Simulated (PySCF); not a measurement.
**Telling isomers of C5H8O2 apart by NMR**

Method: PBE0-D3(BJ)/def2-SVP geometry, GIAO PBE0/pcSseg-1 shieldings, J: B3LYP/pcJ-1 (spin–dipole term left out of most H,H and C,H couplings), in PySCF 2.14.0 with density-fitted response routines (non-relativistic Hamiltonian, single conformer, averaged over atoms made equivalent by symmetry, fast rotation or ring inversion, isolated molecule).

δ = σ(ref) − σ, references computed at the same level: ¹H, ¹³C vs TMS. Multiplet labels drop J under 1 Hz and among equivalent protons, and merge close values. Unscaled 3J(H,H) run several per cent high. Shifts are as computed. Against solution values, carbons near 30 ppm lie about +2 ppm off and those near 130 ppm about +5 ppm. Of 1211 compounds with measured shifts, 218 miss one by over three times the rms of a fit or turn the order of signals round; such compounds aren't used in these exercises. OH and NH positions are gas-phase values without hydrogen bonding to other molecules.

(1) Tabulate the signals of `C=COC(=O)CC`, `CC(=O)/C=C(\C)O` and their relative energies.

(2) What is the quickest way to tell C=COC(=O)CC from CC(=O)/C=C(\C)O?

Answers

(1) 
```tsv
SMILES	carbon types	δC	δH	E rel. (kcal/mol)
C=COC(=O)CC	1×C 1×CH 2×CH2 1×CH3	174.3, 147.8, 100.4, 28.7, 9.3	7.75 (dd, 1H), 5.05 (d, 1H), 4.69 (d, 1H), 2.26 (q, 2H), 1.09 (t, 3H)	0.5
CC(=O)/C=C(\C)O	2×C 1×CH 2×CH3	196.2, 178.6, 101.4, 32.8, 22.1	5.19 (s, 1H), 4.49 (br s, 1H), 2.37 (s, 3H), 2.03 (s, 3H)	0.0
```

Energies are electronic energies at PBE0/pcSseg-1 on these geometries, without zero-point or thermal terms, each for the one conformer computed, which needn't be the lowest.

(2) Both give the same number of carbon signals, but DEPT or the intensities differ. The first has a β carbon of an enol-ether or enamine type C=C (CH2) at 100.4 ppm, the second a β carbon of an enol-ether or enamine type C=C (CH) at 101.4 ppm. Their most deshielded carbons lie at 174.3 and 196.2 ppm. In the proton spectra the most deshielded non-exchanging signals are 7.75 (dd, J = 15.6, 7.7 Hz, 1H) and 5.19 (s, 1H).
